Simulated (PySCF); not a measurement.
## N⁺: excitation energy

N⁺ [He] 2s2 2p2 (3P) → N⁺ [He] 2s2 2p1 3d1 (high-spin determinant), as a difference of total energies. Calculation: PySCF 2.14, in aug-cc-pwCVDZ (5s4p2d, 27 functions); no relativity, point nucleus. Correlated levels: valence: 1s2 frozen; valence and next inner shell: nothing frozen. The calculations carry no spin-orbit coupling.

```
                                method  excitation energy (eV)
                                   UHF                  27.521
                                   LDA                  26.725
                                   PBE                  26.384
                                  PBE0                  26.743
                                r2SCAN                  27.043
                                 M06-L                  26.751
                             CAM-B3LYP                  26.979
                                M06-2X                  26.881
                               r2SCANh                  27.108
                         MP2 (valence)                  27.256
                     SCS-MP2 (valence)                  27.114
    MP2 (valence and next inner shell)                  27.266
SCS-MP2 (valence and next inner shell)                  27.117
```

**Question.** How much does correlation contribute at MP2 (valence and next inner shell)?

**Answer.** 27.266 − (27.521) = -0.255 eV, measured against UHF.

The promoted electron is Rydberg-like, and one or two diffuse shells describe it only roughly, which tends to raise the upper state.

In the upper state the promoted electron has a positive orbital energy at LDA, PBE, r2SCAN, M06-L, so the basis confines it.

The determinant of the upper state mixes LS terms, which raises its energy above the lowest term, most at the Hartree-Fock and MP2 levels.
